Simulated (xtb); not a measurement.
C2Cl2O2Pt (SMILES [O+]#[C-]->[Pt]([Cl])([Cl])<-[C-]#[O+]), singlet, at a GFN2-xTB geometry (such geometries of metal compounds can be far from the true shape). Base run: GFN0-xTB run with xtb.

The xtb input:
```
$ xtb mol.xyz --gfn 0 --json

# file mol.xyz
7

Pt     0.00000000     0.00000000    -0.00000000
Cl     2.12263974    -0.92553606     0.00158690
Cl    -2.12263974     0.92553606    -0.00158690
O      1.14019065     2.79347552     0.02902722
C      0.72643614     1.74604345     0.01820497
O     -1.14019065    -2.79347552    -0.02902722
C     -0.72643614    -1.74604345    -0.01820497
```

Each row names what was changed in the base input (with any setting that the change needs).

| change | ΔE vs base (kcal/mol) | HOMO-LUMO gap (eV) |
|---|---|---|
| base | 0.000 | 3.23 |
| acc = 30 | 0.000 | 3.23 |
| etemp = 10000 | ? | 3.23 |

**Question.** What belongs in the gaps?

**Answer.** 
- etemp = 10000, ΔE vs base (kcal/mol): -33.65
